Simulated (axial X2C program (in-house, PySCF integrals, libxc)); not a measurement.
## NaMo: properties at the nuclei

Computed with an in-house all-electron X2C program for linear molecules (integrals from PySCF): two-component X2C with atomic mean-field Coulomb and Gaunt terms, Gaussian nuclei, basis Mo dyall-cv3z, Na dyall-cv3z with contracted cores.

R = 3.064 Å (near the PBE0 minimum at charge 0 of the determinant lowest at the starting distance; the state shown can have its own minimum elsewhere).

Input and command:
```json
{"zs": [42, 11], "q": 0, "bas": ["dyall-cv3z", "dyall-cv3z"], "r0": 2.93, "levels": ["PBE0", "HF", "PBE", "TPSSh", "BP86"], "nst": 3}
```
```bash
python soeom.py task.json out
```

Keys: zs atomic numbers; q charge; bas basis sets; r0 starting distance in Å; levels methods; nst determinants followed.

Determinant lowest in the PBE0 search, Ω = 5/2 (⟨Sz⟩ = 2.50, ⟨Lz⟩ = 0.00 at PBE0), spin on the atoms Mo 2.77, Na -0.28:

```tsv
level	Eeff magnitude (GV/cm)	Ws magnitude Mo (kHz)	A∥/gI Mo (MHz)	qzz Mo (a.u.)	A∥/gI Na (MHz)	qzz Na (a.u.)	μ (D)
PBE0	0.388	0.0789	383	-0.04	-68.7	-0.05	2.42
PBE	0.515	0.102	383	-0.01	-63.4	-0.05	2.81
TPSSh	0.436	0.0871	332	-0.02	-59	-0.05	2.80
BP86	0.56	0.111	407	0.01	-62.6	-0.05	3.13
```

Determinant 0.70 eV from it at PBE0 and this distance, Ω = 7/2 (⟨Sz⟩ = 3.50, ⟨Lz⟩ = 0.00 at PBE0), spin on the atoms Mo 3.07, Na 0.43:

```tsv
level	Eeff magnitude (GV/cm)	Ws magnitude Mo (kHz)	A∥/gI Mo (MHz)	qzz Mo (a.u.)	A∥/gI Na (MHz)	qzz Na (a.u.)	μ (D)
PBE0	0.373	0.0364	589	-0.57	86.4	-0.04	0.94
HF	0.743	0.0827	362	-0.55	79.4	-0.03	1.25
PBE	0.309	0.0287	633	-0.58	88.5	-0.05	0.87
TPSSh	0.343	0.0324	582	-0.60	81.9	-0.04	0.87
BP86	0.374	0.0377	654	-0.61	90	-0.04	1.01
```

Eeff is the effective electric field on the electron electric dipole moment in this Ω state and Ws the scalar–pseudoscalar constant of the nucleus named (defined with the proton number Z and per Ω); A∥ (defined per Ω) follows by multiplying with gI = μI/(I μN); qzz is the electric field gradient, eQq0 = 234.96 MHz × Q/barn × qzz; μ is positive if the Na end (last atom) is positive. The operators were transformed with the bare-nucleus X2C matrices; with these basis sets, hyperfine constants and field gradients can be off by tens of per cent, and where levels differ in sign neither size nor sign is settled.

(1) With gI(95Mo) = -0.3657, gI(23Na) = 1.4783 (g factors from the IAEA table of nuclear moments by Stone), turn the PBE0 values of the first state into constants in MHz.

Each state is one determinant with collinear spin, which with several unpaired electrons need not be a pure state. Unrestricted Hartree–Fock can overshoot spin polarisation at the nuclei. This is the top spin component of a Σ state; components of lower Ω are not single determinants and can lie lower. With several open shells hyperfine constants can be off by a factor of several. Where Eeff spreads by more than a factor of two the levels disagree and none is to be relied on. Left out as unconverged or as another state under the same occupation: HF in at least one table. The search compared states at one distance, so a state with another bond length can lie lower. Further determinants of the search, some of them spin-mixed, are not shown. Where a field gradient or hyperfine factor spreads by more than a factor of two over the levels, a constant derived from it is not to be relied on. PBE0 term energies can be off by some tenths of an eV.

## Answers

(1) A∥(95Mo) = 383 × -0.3657 = -140 MHz; A∥(23Na) = -68.7 × 1.4783 = -102 MHz.
